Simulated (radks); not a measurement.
All-electron atom: the gadolinium ion Gd4+ in [Xe] 4f6. All-electron calculation, Dirac Kohn-Sham, LDA (Slater exchange, Perdew-Wang correlation), spin-unpolarised, spherical densities, finite nucleus; open shells fill j = l - 1/2 first; Fermi nuclear charge, rms radius 5.1569 fm. Program: a radial shooting solver on a logarithmic mesh with Libxc functionals.

Normalised radial functions P(r) = r R(r) (large component), r in bohr:

r	5p1/2	4f5/2
0.002136	0.0079	0.0000
0.002467	0.0095	0.0000
0.002827	0.0114	0.0000
0.003265	0.0138	0.0000
0.00377	0.0167	0.0000
0.004354	0.0203	0.0000
0.005029	0.0247	0.0000
0.005807	0.0302	0.0000
0.006653	0.0364	0.0000
0.007684	0.0444	0.0000
0.008874	0.0540	0.0000
0.01025	0.0655	0.0000
0.01184	0.0791	0.0001
0.01367	0.0950	0.0001
0.01566	0.1122	0.0002
0.01809	0.1326	0.0003
0.02089	0.1547	0.0005
0.02412	0.1779	0.0009
0.02786	0.2006	0.0014
0.03192	0.2200	0.0023
0.03686	0.2355	0.0037
0.04257	0.2424	0.0060
0.04916	0.2367	0.0097
0.05678	0.2141	0.0154
0.06557	0.1711	0.0241
0.07512	0.1098	0.0363
0.08676	0.0243	0.0552
0.1002	-0.0769	0.0823
0.1157	-0.1827	0.1204
0.1336	-0.2764	0.1722
0.1543	-0.3372	0.2405
0.1768	-0.3458	0.3216
0.2042	-0.2889	0.4256
0.2358	-0.1610	0.5462
0.2724	0.0231	0.6780
0.3145	0.2297	0.8123
0.3604	0.4015	0.9305
0.4162	0.5088	1.0336
0.4806	0.4993	1.1017
0.5551	0.3581	1.1259
0.6411	0.1038	1.1037
0.7404	-0.2157	1.0385
0.8482	-0.5198	0.9446
0.9796	-0.7844	0.8213
1.131	-0.9450	0.6851
1.307	-0.9826	0.5469
1.509	-0.9070	0.4164
1.743	-0.7507	0.3006
1.996	-0.5685	0.2089
2.306	-0.3792	0.1326
2.663	-0.2235	0.0773
3.075	-0.1148	0.0407
3.552	-0.0505	0.0191
4.102	-0.0186	0.0078
4.699	-0.0061	0.0029
5.427	-0.0015	0.0008
6.267	-0.0003	0.0002

5p1/2: eigenvalue -70.862 eV, 3 radial nodes at r = 0.0900, 0.268, 0.673 bohr, <r> = 1.42 bohr, 90 % of the charge inside 2.05 bohr. 4f5/2: eigenvalue -54.150 eV, 0 radial nodes, <r> = 0.798 bohr, 90 % of the charge inside 1.33 bohr.
